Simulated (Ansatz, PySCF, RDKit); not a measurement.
Dimer: C2H4 (SMILES C=C) (first 6 atoms) with H4OSi (SMILES O[SiH3]); geometry from B3LYP-D3(BJ)/def2-TZVP, rigid monomers moved along the line of their centres of mass till H4···O7 is 3.04 Å.
(charge 0, multiplicity 1):
```xyz
12

C     -0.3552    -0.4689    -0.0182
C      0.4663     0.5705     0.0029
H     -1.1645    -0.5394    -0.7351
H     -0.2469    -1.2837     0.6863
H      1.2720     0.6355     0.7235
H      0.3667     1.3942    -0.6938
O      0.6923    -0.9865     3.5658
Si    -0.3212     0.2065     4.1073
H      1.5641    -1.0548     3.9617
H     -0.4221     0.1755     5.5887
H     -1.6384    -0.0673     3.5053
H      0.1522     1.5532     3.7077
```

Counterpoise-corrected where a basis set is named; no monomer relaxation. Rows marked so take none. RDKit's UFF carries no charges.

Correlated levels freeze the cores. Rows in 6-31G*, STO-3G carry no dispersion term and start afresh at each structure (6-31G* with six Cartesian d functions).

Run with Ansatz (Gaussian orbitals); PySCF for 6-31G* rows, STO-3G rows, the dispersion terms; RDKit for the force fields. Each number belongs to the level named beside it.

```
level                           interaction energy (kcal/mol)
------------------------------  -----------------------------
UFF                                                     -1.32
HF/STO-3G (no counterpoise)                             -0.17
HF/6-31G* (no counterpoise)                             -0.92
B3LYP/6-31G* (no counterpoise)                          -1.00
B3LYP/def2-TZVPPD                                       -0.02
PBE0/def2-TZVPPD                                        -0.64
PBE0-D4/def2-TZVPPD                                       [?]
wB97M-V/def2-TZVPPD                                       [?]
SCS-MP2/aug-cc-pV(D+d)Z                                 -0.98
```

Question: Some entries are withheld; supply them.

Answer: 
- PBE0-D4/def2-TZVPPD, interaction energy (kcal/mol): -1.70
- wB97M-V/def2-TZVPPD, interaction energy (kcal/mol): -1.41

Ansatz is a quantum-chemistry and plane-wave program.
